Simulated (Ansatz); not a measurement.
Reaction (hydrogenolysis of a Ge–O bond): `[F][GaH][O][GeH3]` + H₂ → GeH₄ + `[OH][GaH][F]`

Program: Ansatz. Geometries: PBE0-D4/def2-TZVP. ΔE: electronic, gas phase. CCSD(T)/CBS is the MP2 limit (def2-TZVPP, def2-QZVPP) plus CCSD(T) − MP2 in def2-TZVPP, frozen cores. This one scheme is used for every species. DFT in def2-TZVPP. For Ga, Ge outer-core shells are correlated without core-valence functions, which leaves a few kJ/mol of doubt a bond. Scalar relativity is left out up to krypton. One conformer a species, not always the lowest.

`[F][GaH][O][GeH3]`:

Cartesian coordinates in Å:
```
F 1.716 -1.604 -0.406
Ga 0.806 -0.581 -1.509
O -0.362 0.441 -0.680
Ge -0.724 0.560 1.061
H 1.064 -0.633 -3.025
H -1.209 -0.806 1.574
H -1.833 1.617 1.172
H 0.542 1.006 1.813
```

H₂:

```xyz
2

H    -0.193    0.068   -0.312
H     0.193   -0.068    0.312
```

GeH₄:

Z-matrix (Å, degrees):
```
Ge
H 1 1.534
H 1 1.534 2 109.5
H 1 1.534 2 109.5 3 -120.0
H 1 1.534 2 109.5 3 120.0
```

`[OH][GaH][F]`:

Z-matrix (Å, degrees):
```
Ga
O 1 1.771
F 1 1.746 2 111.1
H 1 1.545 2 128.8 3 180.0
H 2 0.959 1 114.5 3 -180.0
```

(1) Is it downhill or uphill in electronic energy at CCSD(T)/CBS, and by how much? (Best estimate.)

(2) What do these levels give: LDA (SPW92), PBE-D4, B97M-V, ωB97M-V, r2SCAN, PBE0, BHLYP, LC-ωPBE, RPA@PBE/def2-TZVPP, CCSD(T)/def2-SVP, CCSD/def2-TZVPP, MP2/def2-QZVPP? (An estimate is asked.)

(3) What do rigid-rotor, harmonic-oscillator terms from PBE0-D4/def2-TZVP frequencies (298.15 K, 1 bar) make of the CCSD(T)/CBS value? (Best estimate.)

Largest T1 diagnostic among the species: 0.015.

## Answers

(1) Computed: Uphill: ΔE = +3.9 kcal/mol.

(2) Ansatz gave: LDA (SPW92) 0.3, PBE-D4 2.2, B97M-V 2.7, ωB97M-V 3.2, r2SCAN 3.4, PBE0 0.7, BHLYP 2.1, LC-ωPBE 1.3, RPA@PBE/def2-TZVPP 4.3, CCSD(T)/def2-SVP 3.9, CCSD/def2-TZVPP 3.3, MP2/def2-QZVPP 5.6 kcal/mol.

(3) Computed: ΔZPE = +3.4 kcal/mol, ΔH = +6.2 kcal/mol, ΔS = 9 J/(mol·K), ΔG = +5.6 kcal/mol. Modes under 50 cm⁻¹ make the entropy rough.

In def2-TZVPP, CCSD(T) changes the Hartree–Fock value by +1.5 kcal/mol (the triples alone add +0.8 kcal/mol) and MP2 by +3.1 kcal/mol. From r2SCAN to r2SCAN0 (25 % exact exchange), in def2-TZVPP and without D4, ΔE moves by −0.8 kcal/mol. The D4 term adds +2.2 kcal/mol with B3LYP and +1.2 kcal/mol with PBE0; it sums over pairs of atoms, weighted by their polarisabilities, and B3LYP, whose exchange is more repulsive, gets the larger term.

B3LYP here is the variant with VWN-RPA as its local correlation; programs differ in this.
